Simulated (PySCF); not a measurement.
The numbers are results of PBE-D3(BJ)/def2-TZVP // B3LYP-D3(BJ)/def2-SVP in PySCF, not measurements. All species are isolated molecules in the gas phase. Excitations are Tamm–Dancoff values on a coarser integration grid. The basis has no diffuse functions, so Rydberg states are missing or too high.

Reference species (SMILES): `FC(F)(F)c1cccc([SiH3])c1` (neutral, multiplicity 1).

* **T1 excitation (TDA)**: 4.02 eV
* **dipole moment**: 2.28 D
* **S1–T1 gap (TDA)**: 0.96 eV
* **HOMO**: -6.85 eV

Changed species: `c1cc(ccc1C(F)(F)F)[SiH3]`.

Q: Predict the effect on the T1 excitation (TDA), dipole moment, S1–T1 gap (TDA) and HOMO.

A: the T1 excitation (TDA) decreases by 0.05 eV, to 3.97 eV; the dipole moment falls by 0.43 D, to 1.85 D; the S1–T1 gap (TDA) rises by 0.05 eV, to 1.01 eV; the HOMO falls by 0.03 eV, to -6.88 eV.
